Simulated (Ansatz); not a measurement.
The same molecule with X = Mg, Zn, Cd. Ansatz, PBE0-D4/def2-TZVP geometries, multiplicity 1. Each molecule was computed in one conformer, which needn't be the lowest.

Elements past krypton have def2 core potentials. Scalar relativity is left out up to krypton.

```tsv
X	molecule	mean X–Cl bond length / Å	mean X–S bond length / Å	HOMO–LUMO gap (PBE/def2-TZVPP) / eV	size of the dipole moment (B3LYP/def2-TZVPP) / D	HOMO energy (PBE0/def2-TZVPP) / eV
Mg	`[SH][Mg][Cl]`	2.177	2.277	3.95	0.92	-7.46
Zn	`[SH][Zn][Cl]`	2.095	2.152	4.36	1.22	-7.74
```

Task: Give the row for X = Cd, `[SH][Cd][Cl]`. (Best estimate.)

Result: Ansatz gave: 
```
 X        molecule  mean X–Cl bond length / Å  mean X–S bond length / Å  HOMO–LUMO gap (PBE/def2-TZVPP) / eV  size of the dipole moment (B3LYP/def2-TZVPP) / D  HOMO energy (PBE0/def2-TZVPP) / eV
Cd  `[SH][Cd][Cl]`                      2.278                     2.324                                 3.78                                              1.45                               -7.60
```

From Mg to Cd the mean X–Cl bond length isn't monotonic: highest at Cd, lowest at Zn; the mean X–S bond length isn't monotonic: highest at Cd, lowest at Zn; the HOMO–LUMO gap (PBE/def2-TZVPP) isn't monotonic: highest at Zn, lowest at Cd; the HOMO energy (PBE0/def2-TZVPP) isn't monotonic: highest at Mg, lowest at Zn. Bonds lengthen as the atom grows down the group. Dipoles are sizes alone, and their direction can turn along the series.

B3LYP here is the variant with VWN-RPA as its local correlation; programs differ in this.
